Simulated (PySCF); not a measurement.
A species of formula C9H8ClN has this rotational fingerprint, computed with PBE0-D3(BJ)/def2-SVP geometry optimisation, gas phase (PySCF):

| Property | Result |
| --- | --- |
| Rotational constants | A = 1544, B = 646.8, C = 461.6 MHz |
| Dipole components | \|μa\| = 0.67 D, \|μb\| = 0.66 D, \|μc\| = 0.95 D |
| Inertial defect | -13.91 u·Å² |
| κ | -0.66 |

Task: Which candidate fits, each taken in the one conformer that was computed?
A. `[CH2:1]=[CH:2][c:3]1[cH:4][cH:5][c:6]([Cl:7])[cH:8][c:9]1[N:10]=[CH2:11]` with C1–C2–C3–C4 -20°, C8–C9–N10–C11 45°
B. `[CH2:1]=[C:2]([Cl:3])/[CH:4]=[N:5]/[c:6]1[cH:7][cH:8][cH:9][cH:10][cH:11]1` with C1–C2–C4–N5 -179°, C4–N5–C6–C7 39°
C. `[CH2:1]=[C:2]([Cl:3])/[CH:4]=[N:5]\[c:6]1[cH:7][cH:8][cH:9][cH:10][cH:11]1` with C1–C2–C4–N5 27°, C4–N5–C6–C7 -116°
D. `CC1=CC=C2C=C(Cl)C=CN12`

Result: A. It is C=Cc1ccc(Cl)cc1N=C, an asymmetric top, point group C1. The candidates at the same level (rigid rotor, commonest isotopes):

| SMILES | A (MHz) | B (MHz) | C (MHz) | μa (D) | μb (D) | μc (D) | Δ (u·Å²) | point group | rotor |
| --- | --- | --- | --- | --- | --- | --- | --- | --- | --- |
| C=Cc1ccc(Cl)cc1N=C | 1544 | 646.8 | 461.6 | 0.67 | 0.66 | 0.95 | -13.91 | C1 | asymmetric top |
| C=C(Cl)/C=N/c1ccccc1 | 2775 | 420.9 | 377.9 | 0.52 | 2.32 | 0.81 | -45.44 | C1 | near-prolate asymmetric top |
| C=C(Cl)/C=N\c1ccccc1 | 2420 | 496.7 | 472.6 | 0.40 | 1.12 | 1.21 | -156.92 | C1 | near-prolate asymmetric top |
| Cc1ccc2cc(Cl)ccn12 | 2608 | 582.0 | 477.2 | 1.81 | 1.43 | 0.00 | -3.19 | Cs | near-prolate asymmetric top |

`C=C(Cl)/C=N/c1ccccc1` has A 80 % too high; `Cc1ccc2cc(Cl)ccn12` has A 69 % too high; `C=C(Cl)/C=N\c1ccccc1` has A 57 % too high. No structure here is proved a minimum.
